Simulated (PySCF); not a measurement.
An excited-state job on Zr(NCS)F3 (`[F][Zr]([F])([F])[N]=C=S`).

Method: TDDFT wB97X-D/def2-SVPD, vertical, gas phase, core orbitals frozen in the response, def2 core potentials past Kr (PySCF 2.14.0, density-fitted response routines). Geometry: PBE0-D3(BJ)/def2-SVP. A driver script takes a list of jobs; this job's settings line and coordinates (Å) are shown.

Input:
```
{"job": {"kind": "uv", "xc": "wB97X-D", "basis": "def2-SVPD", "ip": true, "nstates": 10}, "charge": 0, "multiplicity": 1}
Zr     0.101646    -0.007160    -1.166924
N     -0.127377     0.008571     0.861003
C     -0.209268     0.014736     2.065165
S     -0.313724     0.022531     3.629477
F      1.950392    -0.005595    -1.574397
F     -0.706256     1.531570    -1.920985
F     -0.695413    -1.564654    -1.893329
```

Problem. Give the output.

Solution. 
```
coarse grid: 40728 points
cycle   1  E = -836.9698421885  dE = -5.732e+00  |g| = 1.270e+00  |ddm| = 5.610e+00
cycle   2  E = -836.8932175577  dE =  7.662e-02  |g| = 1.562e+00  |ddm| = 3.355e+00
cycle   3  E = -837.3950076893  dE = -5.018e-01  |g| = 3.684e-01  |ddm| = 1.964e+00
cycle   4  E = -837.4212425401  dE = -2.623e-02  |g| = 1.179e-01  |ddm| = 4.365e-01
cycle   5  E = -837.4242957246  dE = -3.053e-03  |g| = 5.752e-02  |ddm| = 2.725e-01
cycle   6  E = -837.4251444547  dE = -8.487e-04  |g| = 1.117e-02  |ddm| = 6.964e-02
cycle   7  E = -837.4251919109  dE = -4.746e-05  |g| = 3.629e-03  |ddm| = 2.146e-02
cycle   8  E = -837.4251970738  dE = -5.163e-06  |g| = 1.823e-03  |ddm| = 7.313e-03
final grid: 83168 points
cycle   9  E = -837.4289520474  dE = -7.143e-05  |g| = 3.892e-03  |ddm| = 8.493e-02
cycle  10  E = -837.4289509821  dE =  1.065e-06  |g| = 4.700e-03  |ddm| = 7.814e-03
cycle  11  E = -837.4289548678  dE = -3.886e-06  |g| = 4.362e-04  |ddm| = 3.926e-03
cycle  12  E = -837.4289548998  dE = -3.200e-08  |g| = 1.968e-04  |ddm| = 8.417e-04
cycle  13  E = -837.4289549098  dE = -9.944e-09  |g| = 6.981e-05  |ddm| = 3.059e-04
cycle  14  E = -837.4289549111  dE = -1.336e-09  |g| = 1.929e-05  |ddm| = 9.555e-05
cycle  15  E = -837.4289549112  dE = -9.823e-11  |g| = 8.307e-06  |ddm| = 3.496e-05
converged SCF energy = -837.4289549112

Static polarisability (au): isotropic 82.493, principal 57.019 57.066 133.395

Singlet excitations
state   eV       nm        f      main configurations
  1   4.3918    282.3   0.00000   H->L 0.46, H-1->L+1 0.44
  2   4.5632    271.7   0.00008   H-1->L 0.44, H->L+1 0.44
  3   4.5637    271.7   0.00013   H-1->L+1 0.45, H->L 0.43
  4   6.2684    197.8   1.08663   H->L+1 0.46, H-1->L 0.46
  5   6.7834    182.8   0.00003   H->L+2 0.85
  6   6.7856    182.7   0.00041   H-1->L+2 0.85
  7   6.8669    180.6   0.00008   H-1->L+3 0.45, H->L+4 0.28
  8   6.9461    178.5   0.00096   H->L+4 0.43, H-1->L+3 0.29
  9   6.9466    178.5   0.00246   H->L+3 0.39, H-1->L+4 0.33
 10   7.1855    172.5   0.19390   H-1->L+4 0.49, H->L+3 0.44

Triplet excitations (Tamm-Dancoff, eV): 4.0411 4.2200 4.2203 4.4240
Vertical ionisation energy (delta-SCF) = 10.2144 eV
Vertical electron affinity (delta-SCF) = 0.4778 eV
```

The SCF starts on a coarse grid where the log names one; the energy can jump when the final grid takes over, and dE then counts from the start density on the new grid. H and L stand for HOMO and LUMO; the number after each pair is its weight.

Problem. Give S1 in cm⁻¹ and kJ/mol.

Solution. 4.3918 eV × 8065.54 = 35422 cm⁻¹; × 96.485 = 423.7 kJ/mol.

Main results: HOMO -9.86 eV, LUMO -0.69 eV; lowest singlet 4.39 eV; lowest triplet 4.04 eV (Tamm–Dancoff); mean polarisability 82.5 au.

Atoms past krypton carry effective core potentials; spin–orbit coupling is left out.

Time: 73 s. Hardware: one thread, x86-64 server (shared host).
Labels such as C1 count atoms from 1, the log's own numbers from 0.

wB97X-D is run here without its empirical dispersion term; that term would change no orbital, density or response property at a fixed geometry.
